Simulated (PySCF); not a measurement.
Calculation: B3LYP-D3(BJ)/def2-TZVP // PBE0-D4/def2-SVP in PySCF. All species are isolated molecules in the gas phase. One relaxed conformer stands for a flexible species; it need not be the lowest. B3LYP has the VWN-RPA correlation part, as in Gaussian. Excitations are Tamm–Dancoff values on a coarser integration grid. The basis has no diffuse functions, so Rydberg states are missing or too high.

Reference species (SMILES): `c12c(cc(B)cc1B)scc2` (neutral, multiplicity 1).

```json
{
 "S1–T1 gap (TDA)": "0.92 eV",
 "HOMO": "-6.68 eV",
 "T1 excitation (TDA)": "2.74 eV",
 "LUMO": "-2.64 eV"
}
```

Changed species: `Bc1ccc2sc(B)cc2c1`.

Problem. Give the shifts of the S1–T1 gap (TDA), HOMO, T1 excitation (TDA) and LUMO.

Solution. the S1–T1 gap (TDA) rises by 0.12 eV, to 1.04 eV; the HOMO stays essentially unchanged; the T1 excitation (TDA) drops by 0.15 eV, to 2.59 eV; the LUMO decreases by 0.04 eV, to -2.68 eV.
